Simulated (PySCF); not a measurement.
B3LYP has the VWN-RPA correlation part, as in Gaussian. Delta-SCF ions had no search for a lower state. Excitations are Tamm–Dancoff values on a coarser integration grid. The basis has no diffuse functions, so Rydberg states are missing or too high.

**C11H7N, SMILES `N#Cc1ccc2cccc-2cc1` (charge 0, multiplicity 1)**

All values below come from B3LYP-D3(BJ)/def2-TZVP // B3LYP-D3(BJ)/def2-SVP (PySCF 2.14.0).

The HOMO is -6.10 eV, the dipole moment comes out as 4.26 D and the HOMO–LUMO gap is 2.99 eV. The LUMO is -3.11 eV and the S1 excitation (TDA) comes out as 2.24 eV. The S1 oscillator strength is 0.013. The brightest of the four lowest singlets (TDA) comes out as 5.32 eV and the T1 excitation (TDA) comes out as 1.73 eV. The S1–T1 gap (TDA) comes out as 0.51 eV and the vertical ionisation energy (Delta-SCF) comes out as 7.81 eV. The total energy comes out as -478.2928 Ha. The cost comes out as very roughly 30 core-minutes.

Bonds (Å): N1–C2 1.161, C2–C3 1.442, C3–C4 1.409, C3–C12 1.409, C4–C5 1.396, C4–H13 1.092, C5–C6 1.393, C5–H14 1.095, C6–C7 1.406, C6–C10 1.503, C7–C8 1.408, C7–H15 1.089, C8–C9 1.408, C8–H16 1.091, C9–C10 1.406, C9–H17 1.089, C10–C11 1.393, C11–C12 1.396, C11–H18 1.095, C12–H19 1.092. Bond angles (°): N1–C2–C3 180.0, C2–C3–C4 115.4, C2–C3–C12 115.4, C4–C3–C12 129.2, C3–C4–C5 128.7, C3–C4–H13 115.3, C5–C4–H13 116.0, C4–C5–C6 129.4, C4–C5–H14 115.3, C6–C5–H14 115.3, C5–C6–C7 126.1, C5–C6–C10 127.3, C7–C6–C10 106.6, C6–C7–C8 108.4, C6–C7–H15 125.1, C8–C7–H15 126.4, C7–C8–C9 109.9, C7–C8–H16 125.0, C9–C8–H16 125.0, C8–C9–C10 108.4, C8–C9–H17 126.4, C10–C9–H17 125.1, C6–C10–C9 106.6, C6–C10–C11 127.3, C9–C10–C11 126.1, C10–C11–C12 129.4, C10–C11–H18 115.3, C12–C11–H18 115.3, C3–C12–C11 128.7, C3–C12–H19 115.3, C11–C12–H19 116.0.
Charge 0, spin multiplicity 1.
